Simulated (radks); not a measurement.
The numbers below are computed, except where a source is named.
These are the eigenvalues of the occupied orbitals of an atom or ion with whole-number occupations (hartree). Level of theory: Dirac Kohn-Sham, PBE, spin-unpolarised, spherical densities, point nucleus (a radial shooting solver on a logarithmic mesh with Libxc functionals).

orbital  eigenvalue
1s1/2     -478.6421
2s1/2     -111.1027

Which element is it, and in what charge state? The configuration may be excited. Open shells, if any, are shared by 2j + 1.

Answer. Z = 32, germanium, charge +28: Ge28+ in [He] 2s2. The 1s level, -478.64 hartree, gives Z - s = 30.9 by -(Z - s)^2/2, which with screening and relativity narrows Z to a few neighbours, and the depths must fix Z and the occupations together.
